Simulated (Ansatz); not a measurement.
`[F][Ga]([SiH3])[Cl]`, relaxed with RKS PBE0-D4/def2-TZVP in Ansatz from a GFN2-xTB geometry. The force threshold is 0.005 eV/Å; the program also tests the step.

The species carries charge 0 and has multiplicity 1.

Start:

```xyz
7

F    -0.977    0.229    2.307
Ga   -0.268    0.927    0.812
Si    0.270   -0.794   -0.789
Cl   -0.160    3.027    0.990
H     0.828   -0.158   -1.992
H     1.262   -1.703   -0.196
H    -0.956   -1.528   -1.133
```

| step | energy (eV) | largest force (eV/Å) | largest move (Å) |
| --- | --- | --- | --- |
| 1 | -75531.8385 | 0.898 | 0.000 |
| 2 | -75531.8703 | 0.633 | 0.113 |
| 3 | -75531.8898 | 0.409 | 0.056 |
| 4 | -75531.8985 | 0.224 | 0.046 |
| 5 | -75531.9033 | 0.041 | 0.047 |
| 6 | -75531.9038 | 0.037 | 0.022 |
| 7 | -75531.9041 | 0.010 | 0.015 |
| 8 | -75531.9041 | 0.002 | 0.001 |

End:

```xyz
7

F    -1.022    0.296    2.427
Ga   -0.320    0.812    0.907
Si    0.272   -0.769   -0.788
Cl   -0.095    2.936    0.820
H     0.825   -0.050   -1.961
H     1.286   -1.699   -0.230
H    -0.946   -1.525   -1.174
```

It took 17 s on 4 threads of a server CPU on a shared host, with 0.52 GiB of host memory at the peak.
